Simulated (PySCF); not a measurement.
## Br: excitation energy

Br [Ar] 3d10 4s2 4p5 (2P) → Br [Ar] 3d10 4s1 4p5 5s1 (4P), as a difference of total energies. All numbers are calculated (PySCF 2.14, a scalar-relativistic core potential, in aug-cc-pVTZ-PP with ECP10MDF). Correlated levels: valence: 3s2 3p6 3d10 frozen. The calculations carry no spin-orbit coupling.

```tsv
method	excitation energy (eV)
UHF	21.613
LDA	20.927
PBE	20.680
PBE0	21.149
r2SCAN	21.160
M06-L	21.310
M06-2X	20.898
PW91	20.743
MN15	20.588
MP2 (valence)	20.154
SCS-MP2 (valence)	19.945
```

How much does correlation contribute at MP2 (valence)?

20.154 − (21.613) = -1.459 eV, measured against UHF.

The upper state lies above the first ionisation limit, where it may autoionise and the basis confines it. A Rydberg-like electron needs more diffuse functions than a valence basis has.

The promoted electron is Rydberg-like, and one or two diffuse shells describe it only roughly, which tends to raise the upper state.
